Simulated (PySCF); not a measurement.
**Relaxation of quartet CuO(OH)₂**

Method: UPBE0/[Cu def2-TZVP, O def2-TZVP, H def2-TZVP], no relativity, density fitting, PySCF. A (50,194) grid was used.

A hand-made trigonal planar (heavy-atom frame) start, of Cs symmetry, held to at least that symmetry:

Coordinates in bohr (charge 0 multiplicity 4):
```
Cu    0.0479   -0.0124    0.0000
O     3.2983   -0.0124    0.0000
O    -1.6056    2.8515    0.0000
O    -1.6056   -2.8763    0.0000
H    -0.9852    4.5562    0.0000
H    -3.3921   -3.1913    0.0000
```

Optimiser trace:
```
step  E − E(last) (kJ/mol)  largest gradient (Eh/bohr)
   0                 13.24                     0.02210
   1                  8.10                     0.01448
   2                  2.38                     0.01511
   3                  1.09                     0.00359
   4                  0.35                     0.00353
   5                  0.21                     0.00204
   6                  0.17                     0.00113
   7                  0.12                     0.00157
   8                  0.07                     0.00160
   9                  0.03                     0.00116
  10                  0.01                     0.00049
  11                  0.01                     0.00042
  12                  0.00                     0.00051
  13                  0.00                     0.00027
```

It ends at Cs with Cu–O 1.736 Å, Cu–O 1.785 Å, Cu–O 1.798 Å, O–H 0.961 Å, O–H 0.964 Å; Cu–O–H 110.9°, Cu–O–H 120.6°, O–Cu–O 114.8° (×2), O–Cu–O 130.5° (after a last refinement on a finer grid). A frequency run shows 2 imaginary modes, down to 484i cm⁻¹, so it is a higher-order saddle point. Other isomers or separated fragments may lie lower.

Other spin states or occupations of the open shell can lie lower. At this level a doublet minimum of C2 symmetry lies 40 kJ/mol below this structure.
